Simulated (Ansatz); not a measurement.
`F[Si]([SiH3])([SiH3])Cl` + NH₃ → `N[Si](F)([SiH3])Cl` + SiH₄ at 400 K and 1 bar (cleavage of the Si–Si bond).

Calculated with Ansatz (gas phase, PBE0-D4/def2-TZVP geometries, no zero-point term in ΔE). CCSD(T)/CBS adds triple-zeta CCSD(T) − MP2 to the extrapolated MP2 energy (def2 sets, frozen cores). This one scheme is used for every species. Each species was taken in one conformer, which may not be the lowest.

| species | CCSD(T)/CBS energy (Eh) | H − E (kJ/mol) | S (J/(mol·K)) |
| --- | --- | --- | --- |
| `F[Si]([SiH3])([SiH3])Cl` | -1430.51902 | 187.2 | 452.7 |
| NH₃ | -56.50880 | 104.2 | 203.1 |
| `N[Si](F)([SiH3])Cl` | -1195.59251 | 186.2 | 420.5 |
| SiH₄ | -291.46306 | 96.9 | 218.6 |

H − E and S are ideal-gas, rigid-rotor, harmonic terms from PBE0-D4/def2-TZVP, for one conformer and one mirror image of each species. 1 Eh = 2625.50 kJ/mol, R = 8.31446 J/(mol·K).

Question: By hand: ΔE, ΔH, ΔS and ΔG.

Answer: ΔE = (-1195.59251) + (-291.46306) − (-1430.51902) − (-56.50880) = -0.02775 Eh = -72.9 kJ/mol. Δ(H − E) = 186.2 + 96.9 − 187.2 − 104.2 = -8.3, so ΔH = -81.2 kJ/mol. ΔS = 420.5 + 218.6 − 452.7 − 203.1 = -16.7 J/(mol·K). ΔG = -81.2 − 400 × (-16.7)/1000 = -74.5 kJ/mol.

Question: By hand: the equilibrium constant, and the temperature at which ΔG would vanish if ΔH and ΔS stayed fixed.

Answer: log₁₀ K = −ΔG/(RT ln 10) = 9.7. ΔG = 0 at ΔH/ΔS = 4862 K, far beyond where these terms or the molecules hold.

ΔH outweighs TΔS. A doubt of 5 kJ/mol in ΔE shifts log₁₀ K by 0.7 here. Other conformers and mirror images would add mixing entropy, several J/(mol·K) or more a flexible species. These are equilibria of isolated gas molecules and say nothing of rates. Largest T1 diagnostic: 0.013 (customary marks: 0.02 for closed shells, 0.045 for open ones).
